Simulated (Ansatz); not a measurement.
Molecule: sum formula BaOH, net charge 0, doublet state. It need not be the lowest isomer of its formula. 
Structure (B3LYP-D3(BJ)/def2-TZVP (Ansatz, an electronic-structure program) minimum search):
SMILES: [Ba][OH]
```xyz
3

Ba     0.0000     0.0000    -0.3193
O      0.0000     0.0000     1.8802
H      0.0000     0.0000     2.8389
```
Charge 0, spin multiplicity 2.

**Question.** Give the harmonic wavenumbers at B3LYP-D3(BJ)/def2-TZVP (Ansatz, finite differences of forces, unscaled).

**Answer.** 377, 377, 499, 3878 cm⁻¹. Zero-point energy 7.3 kcal/mol.

**Question.** From these and the geometry, give the ideal-gas thermochemistry at 298.15 K and 1 atm (rigid rotor, harmonic oscillator).

**Answer.** Point group C∞v, rotational symmetry number 1. Rotational constants 6.487, 6.487 GHz. S(trans) 41.01, S(rot) 15.63, S(vib) 2.76, S(elec, spin only) 1.38, S 60.8 cal/(mol K). H(298) - H(0) 2.63 kcal/mol; G - E(el) -8.2 kcal/mol.
